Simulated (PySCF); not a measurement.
Orbital picture of KNa

PBE0 at R = 3.539 Å; basis K x2c-TZVPall, Na x2c-TZVPall; spin-free X2C with a Gaussian nucleus; PySCF 2.14. State: ¹Σ⁺ (singlet), closed shell. Only the outer orbitals are listed, counted within each symmetry.

```json
{"orbital": "6σ", "occ.": "2", "ε (eV)": "-38.62", "on K (%)": "100", "main shells (%)": "100 K s"}
{"orbital": "7σ", "occ.": "2", "ε (eV)": "-31.20", "on K (%)": "0", "main shells (%)": "100 Na p"}
{"orbital": "2π", "occ.": "2", "ε (eV)": "-31.19", "on K (%)": "0", "main shells (%)": "100 Na p"}
{"orbital": "2π", "occ.": "2", "ε (eV)": "-31.19", "on K (%)": "0", "main shells (%)": "100 Na p"}
{"orbital": "3π", "occ.": "2", "ε (eV)": "-20.72", "on K (%)": "100", "main shells (%)": "100 K p"}
{"orbital": "3π", "occ.": "2", "ε (eV)": "-20.72", "on K (%)": "100", "main shells (%)": "100 K p"}
{"orbital": "8σ", "occ.": "2", "ε (eV)": "-20.70", "on K (%)": "100", "main shells (%)": "100 K p"}
{"orbital": "9σ", "occ.": "2", "ε (eV)": "-3.22", "on K (%)": "45", "main shells (%)": "53 Na s, 41 K s"}
{"orbital": "10σ", "occ.": "0", "ε (eV)": "-1.27", "on K (%)": "64", "main shells (%)": "56 K s, 35 Na s, 8 K p"}
{"orbital": "4π", "occ.": "0", "ε (eV)": "-0.40", "on K (%)": "39", "main shells (%)": "60 Na p, 38 K p"}
{"orbital": "4π", "occ.": "0", "ε (eV)": "-0.40", "on K (%)": "39", "main shells (%)": "60 Na p, 38 K p"}
```

**Question.** Which are the highest filled and the lowest empty level, where do they sit, and how wide is the gap?

**Answer.** Highest filled 9σ at -3.22 eV (in %: 53 Na s, 41 K s); lowest empty 10σ at -1.27 eV (in %: 56 K s, 35 Na s, 8 K p); the gap at PBE0 is 1.95 eV.

```
bond order (Mayer)                              : 0.99
⟨S²⟩                                            : 0.000
charge on K (Mulliken, basis-dependent)         : 0.10
charge on K (Löwdin, basis-dependent)           : 0.11
dipole moment (positive dipole means K(−)Na(+)) : -2.95 D
polarisability along the bond                   : 474.4 bohr³
polarisability across the bond                  : 253.3 bohr³
```

Closed-shell solutions of metal pairs were not tested for spin polarisation, which can lower them a little.
